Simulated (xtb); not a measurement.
C2H6Se, charge +1, doublet, geometry from GFN2-xTB (a state made from the parent by changing its charge; the spin is typed, not shown lowest); GFN2-xTB (xtb 6.7.1).

xtb was given this input:
```
$ xtb mol.xyz --gfn 2 --chrg 1 --uhf 1 --acc 0.0001 --json

# file mol.xyz
9

C      1.43646973    -0.33192309     0.77233591
Se     0.01776368     0.16430934    -0.42584659
C     -1.49741081    -0.23176581     0.68859745
H      1.39335021    -1.40350688     0.97191605
H      2.39274490    -0.08971693     0.31358720
H      1.33371012     0.20249750     1.71688143
H     -1.44849712    -1.26424698     1.03489391
H     -2.41075515    -0.07687321     0.11817061
H     -1.49887155     0.42746234     1.55773464
```

Task: Write the output that xtb gives for this input, abridged.

Result: 
```
   ID    Z sym.   atoms
    1    6 C      1, 3
    2   34 Se     2
    3    1 H      4-9

           -------------------------------------------------
          |                Calculation Setup                |
           -------------------------------------------------

           -------------------------------------------------
          |                 G F N 2 - x T B                 |
           -------------------------------------------------

          ...................................................
          :                      SETUP                      :
          :.................................................:
          :  # basis functions                  24          :
          :  # atomic orbitals                  23          :
          :  # shells                           13          :
          :  # electrons                        19          :
          :  max. iterations                   250          :
          :  Hamiltonian                  GFN2-xTB          :
          :  restarted?                      false          :
          :  GBSA solvation                  false          :
          :  PC potential                    false          :
          :  electronic temp.          300.0000000     K    :
          :  accuracy                    0.0001000          :
          :  -> integral cutoff          0.6500000E+02      :
          :  -> integral neglect         0.1000000E-11      :
          :  -> SCF convergence          0.1000000E-09 Eh   :
          :  -> wf. convergence          0.1000000E-07 e    :
          :  Broyden damping             0.4000000          :
          :  net charge                          1          :
          :  unpaired electrons                  1          :
          ...................................................

 iter      E             dE          RMSdq      gap      omega  full diag
   1    -10.1202610 -0.101203E+02  0.415E+00    4.82       0.0  T
   2    -10.1360827 -0.158217E-01  0.290E+00    5.18       1.0  T
   3    -10.1376807 -0.159808E-02  0.121E+00    5.25       1.0  T
   4    -10.1377465 -0.657237E-04  0.278E-01    5.31       1.0  T
   5    -10.1378017 -0.552678E-04  0.824E-02    5.28       1.0  T
   6    -10.1378095 -0.775431E-05  0.456E-02    5.30       1.0  T
   7    -10.1378141 -0.465592E-05  0.538E-03    5.29       6.2  T
   8    -10.1378142 -0.467535E-07  0.115E-03    5.29      29.0  T
   9    -10.1378142 -0.164448E-08  0.612E-04    5.29      54.5  T
  10    -10.1378142 -0.497572E-09  0.143E-04    5.29     232.7  T
  11    -10.1378142 -0.476241E-11  0.115E-05    5.29    2902.6  T
  12    -10.1378142 -0.245137E-12  0.426E-06    5.29    7821.9  T
  13    -10.1378142 -0.355271E-14  0.626E-07    5.29   53227.0  T
  14    -10.1378142 -0.888178E-14  0.163E-07    5.29  100000.0  T
  15    -10.1378142 -0.888178E-14  0.203E-08    5.29  100000.0  T
  16    -10.1378142  0.710543E-14  0.453E-09    5.29  100000.0  T

   *** convergence criteria satisfied after 16 iterations ***

         :::::::::::::::::::::::::::::::::::::::::::::::::::::
         ::                     SUMMARY                     ::
         :::::::::::::::::::::::::::::::::::::::::::::::::::::
         :: total energy             -10.024049235579 Eh    ::
         :: gradient norm              0.000038594458 Eh/a0 ::
         :: HOMO-LUMO gap              5.292282947359 eV    ::
         ::.................................................::
         :: SCC energy               -10.137813362771 Eh    ::
         :: -> isotropic ES            0.101159822351 Eh    ::
         :: -> anisotropic ES         -0.008815495208 Eh    ::
         :: -> anisotropic XC          0.008159108100 Eh    ::
         :: -> dispersion             -0.003339046243 Eh    ::
         :: repulsion energy           0.113764127191 Eh    ::
         :: add. restraining           0.000000000000 Eh    ::
         :: total charge               1.000000000000 e     ::
[...]
         7        2.0000           -0.6839150             -18.6103
         8        2.0000           -0.6661581             -18.1271
         9        2.0000           -0.6508172             -17.7096
        10        1.0000           -0.5932217             -16.1424 (HOMO)
        11                         -0.3987339             -10.8501 (LUMO)
        12                         -0.3511452              -9.5551
        13                         -0.1422943              -3.8720
        14                         -0.1395968              -3.7986
        15                         -0.0873510              -2.3769
        16                         -0.0425400              -1.1576
        17                         -0.0200574              -0.5458
        18                         -0.0157564              -0.4288
        19                          0.0093298               0.2539
        20                          0.0251985               0.6857
        21                          0.0252181               0.6862
       ...                                ...                  ...
        23                          0.5314591              14.4617
      -------------------------------------------------------------
                  HL-Gap            0.1944878 Eh            5.2923 eV
             Fermi-level           -0.5590048 Eh          -15.2113 eV

     #   Z          covCN         q      C6AA      α(0)
     1   6 C        3.745    -0.153    23.524     6.919
     2  34 Se       1.944     0.478   220.397    25.869
     3   6 C        3.745    -0.153    23.524     6.919
     4   1 H        0.925     0.141     1.454     1.886
     5   1 H        0.925     0.134     1.507     1.920
     6   1 H        0.925     0.139     1.468     1.895
     7   1 H        0.925     0.139     1.468     1.895
     8   1 H        0.925     0.134     1.507     1.920
     9   1 H        0.925     0.141     1.454     1.886

 Mol. C6AA /au·bohr⁶  :       1006.691753
 Mol. C8AA /au·bohr⁸  :      40829.782285
 Mol. α(0) /au        :         51.106299

Wiberg/Mayer (AO) data.
largest (>0.10) Wiberg bond orders for each atom

 ---------------------------------------------------------------------------
     #   Z sym  total        # sym  WBO       # sym  WBO       # sym  WBO
 ---------------------------------------------------------------------------
     1   6 C    3.952 --     2 Se   1.109     5 H    0.957     6 H    0.931
                             4 H    0.925
     2  34 Se   2.436 --     3 C    1.109     1 C    1.109
     3   6 C    3.952 --     2 Se   1.109     8 H    0.957     7 H    0.931
                             9 H    0.925
     4   1 H    0.979 --     1 C    0.925
     5   1 H    0.982 --     1 C    0.957
     6   1 H    0.980 --     1 C    0.931
     7   1 H    0.980 --     3 C    0.931
     8   1 H    0.982 --     3 C    0.957
     9   1 H    0.979 --     3 C    0.925
 ---------------------------------------------------------------------------

Topologies differ in total number of bonds
Writing topology from bond orders to xtbtopo.mol

molecular dipole:
                 x           y           z       tot (Debye)
 q only:       -0.029      -0.270       0.701
   full:       -0.035      -0.324       0.840       2.290
molecular quadrupole (traceless):
                xx          xy          yy          xz          yz          zz
 q only:        4.531      -0.303      -3.474       0.098      -1.109      -1.057
  q+dip:        4.224      -0.309      -3.013       0.094      -0.830      -1.211
   full:        4.320      -0.307      -2.705       0.121      -0.507      -1.615

           -------------------------------------------------
          | TOTAL ENERGY              -10.024049235579 Eh   |
          | GRADIENT NORM               0.000038594458 Eh/α |
          | HOMO-LUMO GAP               5.292282947359 eV   |
           -------------------------------------------------

normal termination of xtb
```
